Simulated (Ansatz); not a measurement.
Coupled-cluster run, C3H3F3O, SMILES `O=CCC(F)(F)F`.

```yaml
crystal:
  periodic: [false, false, false]
  atoms:
    - {symbol: O, position_ang: [-1.139982, -1.717125, 0.304451]}
    - {symbol: C, position_ang: [-0.348343, -1.070375, 0.923599]}
    - {symbol: C, position_ang: [0.331714, 0.182588, 0.435050]}
    - {symbol: C, position_ang: [-0.044354, 0.630283, -0.954981]}
    - {symbol: F, position_ang: [0.625917, 1.752072, -1.269223]}
    - {symbol: F, position_ang: [-1.344612, 0.905599, -1.058147]}
    - {symbol: F, position_ang: [0.262093, -0.283543, -1.875890]}
    - {symbol: H, position_ang: [-0.044381, -1.362416, 1.951460]}
    - {symbol: H, position_ang: [1.414832, 0.028823, 0.471669]}
    - {symbol: H, position_ang: [0.112216, 0.994793, 1.135211]}
basis:
  gaussian: {orbitals: def2-TZVPP}
correlation: {method: ccsd_t}
```

```sh
$ ansatz run in.yaml --threads 4 --pin off --events-out ev --progress --plain
```

Output of Ansatz, abridged:

```
Functional definition: HF
1658 factors; integrals over basis functions are off by at most 1.0e-3 eV
mean field evaluation 1: about -13293.4687 eV, gradient 5.4e1 eV
mean field evaluation 2: about -13293.7615 eV, gradient 5.4e1 eV
mean field evaluation 4: about -13299.3251 eV, gradient 5.5e0 eV
mean field evaluation 8: about -13299.4351 eV, gradient 6.0e-1 eV
mean field evaluation 16: about -13299.4373 eV, gradient 4.2e-6 eV
mean field -13299.43727428 eV, -488.7453051475 hartree, gradient 4.2e-6 eV, S^2 0.000000; 0 other end points of the search recorded, 0 dependent functions left out
7 core orbitals not correlated: weight in the atoms' cores, before any rotation towards them, 1.000 or more for the frozen orbitals, at most 0.000 for the correlated occupied ones
reference -13299.43727428 eV, -488.7453051475 hartree; 21, 21 occupied and 231, 231 virtual orbitals, 1658 factors
second order -39.41643533 eV of doubles, -0.00000000 eV of singles
cycle   1  -38.85657738 eV  change    5.6e-1 eV  update   1.3e-1
cycle   2  -39.71850249 eV  change   -8.6e-1 eV  update   3.9e-2
cycle   3  -39.92356902 eV  change   -2.1e-1 eV  update   1.9e-2
cycle   4  -39.89736009 eV  change    2.6e-2 eV  update   4.5e-3
cycle   5  -39.89436772 eV  change    3.0e-3 eV  update   2.0e-3
cycle   6  -39.89652417 eV  change   -2.2e-3 eV  update   6.1e-4
cycle   7  -39.89636828 eV  change    1.6e-4 eV  update   2.3e-4
cycle   8  -39.89619321 eV  change    1.8e-4 eV  update   7.7e-5
cycle   9  -39.89622022 eV  change   -2.7e-5 eV  update   2.8e-5
perturbative correction -1.44260030 eV, -0.0530145833 hartree
Total energy: -13340.77609481 eV, -490.2644787813 hartree
```

Hardware: 4 threads of a server CPU on a shared host. Wall time 3.7 min, peak host memory 7.2 GiB.

The correlation energy is -41.339 eV, 3.5 % of it from (T); the T1 diagnostic reads 0.0131.
